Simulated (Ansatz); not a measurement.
Total energies of C$_{2}$H$_{5}$BClF (`CCB(F)Cl`).

Cartesian coordinates in Å:
```
C -0.2273 1.1763 -0.3886
C 0.4885 0.0057 0.2735
B -0.2354 -1.3686 0.1710
F -1.3904 -1.5062 -0.4518
Cl 0.4481 -2.8273 0.8831
H -0.3709 1.0021 -1.4570
H -1.2157 1.3364 0.0473
H 0.3394 2.1027 -0.2762
H 1.4970 -0.1245 -0.1396
H 0.6667 0.2034 1.3383
```

Charge 0, multiplicity 1. All single points use the PBE0-D4/def2-TZVP geometry. It is one conformer, not always the lowest. Basis def2-TZVPP, Ansatz.

RPA on PBE orbitals: Hartree–Fock energy of these orbitals -662.43168 Eh, correlation -1.43385 Eh (frozen core).

| functional | energy without D4 (Eh) | D4 term (kJ/mol) |
| --- | --- | --- |
| revPBE | -664.17076 | -58.7 |
| BLYP | -664.25310 | -39.7 |
| r2SCAN | -664.18846 | -4.4 |
| PBE0 | -663.94571 | -14.9 |
| r2SCAN0 | -664.16615 | -5.1 |
| BHLYP | -664.22937 | -20.4 |
| CAM-B3LYP | -664.25549 | -14.9 |
| ωB97X-V | -664.19694 | – |
| ωB97M-V | -664.22282 | – |
| PBE-QIDH | -663.83841 | – |

Give the same for LDA (SPW92), PBE, B97M-V, B3LYP, r2SCANh, HSE06 (plane-wave form), LC-ωPBE, B2PLYP. (An estimate is asked.)

Ansatz gave: 
```json
{"functional": "LDA (SPW92)", "energy without D4 (Eh)": "-661.16944", "D4 term (kJ/mol)": "–"}
{"functional": "PBE", "energy without D4 (Eh)": "-663.88612", "D4 term (kJ/mol)": "-17.7"}
{"functional": "B97M-V", "energy without D4 (Eh)": "-664.18752", "D4 term (kJ/mol)": "–"}
{"functional": "B3LYP", "energy without D4 (Eh)": "-664.35028", "D4 term (kJ/mol)": "-28.5"}
{"functional": "r2SCANh", "energy without D4 (Eh)": "-664.17913", "D4 term (kJ/mol)": "-4.7"}
{"functional": "HSE06 (plane-wave form)", "energy without D4 (Eh)": "-663.92719", "D4 term (kJ/mol)": "-13.8"}
{"functional": "LC-ωPBE", "energy without D4 (Eh)": "-664.07762", "D4 term (kJ/mol)": "–"}
{"functional": "B2PLYP", "energy without D4 (Eh)": "-664.04266", "D4 term (kJ/mol)": "–"}
```

B3LYP takes the VWN-RPA correlation (the form of Gaussian; ORCA's B3LYP/G). HSE06 is the plane-wave form, built on full-range PBE exchange. The double hybrids freeze the cores in their second-order part.

LC-ωPBE has ω = 0.4 bohr⁻¹.
